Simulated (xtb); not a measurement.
2-pyridin-2-yl-1,3-thiazole (C₈H₆N₂S), SMILES c1ccc(-c2nccs2)nc1. All values are semi-empirical tight-binding results from xtb (GFN2-xTB unless named), good for trends rather than for accurate numbers. Geometry: GFN2-xTB. The values are those of a single conformer.

Optimised geometry:

```xyz
17

C     -3.3695     0.3825     0.3438
C     -2.8424    -0.5607    -0.5252
C     -1.4689    -0.6783    -0.6305
C     -0.6637     0.1603     0.1458
C      0.7820     0.0866     0.0848
N      1.5977     0.8057     0.7725
C      2.8855     0.5228     0.5140
C      3.0932    -0.4550    -0.4112
S      1.5972    -1.0563    -0.9917
N     -1.1746     1.0656     0.9786
C     -2.4831     1.1683     1.0695
H     -4.4353     0.5052     0.4556
H     -3.4914    -1.1951    -1.1117
H     -1.0216    -1.4011    -1.2963
H      3.6550     1.0643     1.0337
H      4.0185    -0.8502    -0.7784
H     -2.8407     1.9201     1.7611
```

* **point group as xtb finds it**: Cs
* **orbital gap**: 2.26 eV
* **zero-point energy**: 75.2 kcal/mol
* **G − E(el) at 298.15 K (modified RRHO)**: 53.5 kcal/mol
* **static polarisability (D4 model)**: 118.5 bohr³
* **solvation energy, GFN2-xTB/ALPB(water)**: -3.8 kcal/mol
* **solvation energy, GFN2-xTB/ALPB(hexane)**: -8.0 kcal/mol

Computed atomic charges and the Wiberg bond orders between heavy atoms:
charges (e) C1 -0.04, C2 -0.01, C3 -0.04, C4 0.09, C5 0.10, N6 -0.20, C7 0.04, C8 -0.02, S9 -0.05, N10 -0.21, C11 0.06, H12 0.04, H13 0.04, H14 0.05, H15 0.05, H16 0.05, H17 0.05. Bond orders C1–C2 1.43, C2–C3 1.46, C3–C4 1.36, C4–C5 1.09, C5–N6 1.60, N6–C7 1.29, C7–C8 1.60, C5–S9 1.09, C8–S9 1.22, C4–N10 1.37, C1–C11 1.41, N10–C11 1.46.
